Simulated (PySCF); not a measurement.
C8H6N2O3S, SMILES s1cc2OCCOc2c1-c1nnco1. Atoms are numbered in the order given.

```xyz
20

C      3.4667    -1.2254    -0.0124
N      3.9489    -0.0342    -0.2209
N      2.8612     0.8205    -0.2937
C      1.7881     0.0747    -0.1211
C      0.4169     0.5010    -0.1106
S      0.0471     2.1941    -0.3601
C     -1.6539     1.9074    -0.2066
C     -1.9344     0.5737     0.0284
C     -0.7495    -0.2389     0.0897
O     -0.7874    -1.5771     0.3185
C     -2.0621    -2.0163     0.8078
C     -3.2002    -1.3690     0.0317
O     -3.1852     0.0530     0.1897
O      2.1037    -1.2469     0.0640
H      4.0017    -2.1739     0.1038
H     -2.3741     2.7272    -0.3023
H     -2.0792    -3.1171     0.6923
H     -2.1509    -1.7677     1.8899
H     -3.1189    -1.6319    -1.0484
H     -4.1801    -1.7199     0.4094
```

Geometry: PBE-D3(BJ)/def2-SVP. This is a generated structure with no PubChem entry under its InChIKey; it may be hypothetical. Other conformers were not sampled.

Calculation: PySCF with PBE/def2-SVP.

```
Property                                                                                                         Result
---------------------------------------------------------------------------------------------  ------------------------
total energy                                                                                        -1040.28271 hartree
highest occupied level                                                                                         -5.31 eV
lowest empty level                                                                                             -2.19 eV
orbital gap                                                                                                     3.12 eV
dipole moment                                                                                                 1.259 e·Å
quadrupole, principal values (traceless, Buckingham form, about the centre of nuclear charge)  -10.36, -2.54, 12.90 D·Å
mean static polarisability                                                                       128.2 bohr³ (18.99 Å³)
polarisability, principal values                                                               64.1, 137.0, 183.4 bohr³
```
